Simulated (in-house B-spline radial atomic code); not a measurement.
Spin-orbit splittings of orbital energies (j = l + 1/2 less j = l - 1/2) and ratios of mean radii (lower j over upper j) along the 19-electron series, configuration [Ar] 3d1. Computed with a B-spline radial code for spherical atoms: Dirac-Hartree-Fock, average of the configuration, finite nuclei.

| ion | Z | splitting of 3d (eV) | radius ratio of 3d | splitting of 3p (eV) | radius ratio of 3p | splitting of 2p (eV) | radius ratio of 2p |
| --- | --- | --- | --- | --- | --- | --- | --- |
| La38+ | 57 | 22.753 | 0.98763 | 100.49 | 0.96453 | 421.59 | 0.93839 |
| Ce39+ | 58 | 24.771 | 0.98714 | 109.14 | 0.9632 | 455.7 | 0.93608 |
| Pr40+ | 59 | 26.921 | 0.98665 | 118.36 | 0.96185 | 491.98 | 0.93371 |
| Nd41+ | 60 | 29.208 | 0.98615 | 128.19 | 0.96046 | 530.51 | 0.93129 |
| Pm42+ | 61 | 31.639 | 0.98564 | 138.66 | 0.95904 | 571.41 | 0.92882 |
| Sm43+ | 62 | 34.218 | 0.98512 | 149.79 | 0.95758 | 614.8 | 0.92629 |
| Eu44+ | 63 | 36.953 | 0.98458 | 161.63 | 0.95609 | 660.78 | 0.92371 |
| Gd45+ | 64 | 39.85 | 0.98404 | 174.2 | 0.95457 | 709.49 | 0.92108 |

Problem. With what power of Z does the column «splitting of 3p (eV)» change over this range?

Solution. A fit of the logarithm of its size against log Z from Z = 57 to 64 has slope 4.75. An unscreened hydrogenic electron would give 4 at low Z; screening makes the apparent power larger near the neutral end, and relativity raises it again at high Z.
